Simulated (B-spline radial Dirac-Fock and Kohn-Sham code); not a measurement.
Width and fluorescence yield of the M3 (3p3/2) hole, Ca to Ga

Model: one-electron (LDA, Dirac) transition rates at Dirac-Fock energies. Program: a radial atomic solver. Free neutral atoms. Recommended widths: Campbell and Papp (2001); yields: xraylib tables.

| Z | element | Γ (eV) | recommended Γ | ω | Coster-Kronig yield |
| --- | --- | --- | --- | --- | --- |
| 20 | Ca | 8.36e-05 | 1.20 | 0.0146 | 0.000 |
| 21 | Sc | 0.0472 | 1.20 | 7.95e-05 | 1.000 |
| 22 | Ti | 0.180 | 1.20 | 4.23e-05 | 1.000 |
| 23 | V | 0.393 | 1.20 | 3.34e-05 | 1.000 |
| 24 | Cr | ? | ? | ? | ? |
| 25 | Mn | 1.05 | 1.20 | 2.94e-05 | 1.000 |
| 26 | Fe | 1.49 | 1.23 | 2.97e-05 | 1.000 |
| 27 | Co | 2.00 | 1.27 | 3.07e-05 | 1.000 |
| 28 | Ni | 2.59 | 1.30 | 3.21e-05 | 1.000 |
| 29 | Cu | 3.96 | 1.80 | 3.02e-05 | 1.000 |
| 30 | Zn | 3.95 | 2.15 | 3.62e-05 | 1.000 |
| 31 | Ga | 3.90 | 2.30 | 4.22e-05 | 0.999 |

Q: What does the model give for Cr?

A: Γ = 1.01 eV, ω = 2.34e-05, Coster-Kronig yield 1.000; the recommended width is 1.20 eV.

Values without a named source are computed, but for edge energies of neutral atoms, which are taken from tables.
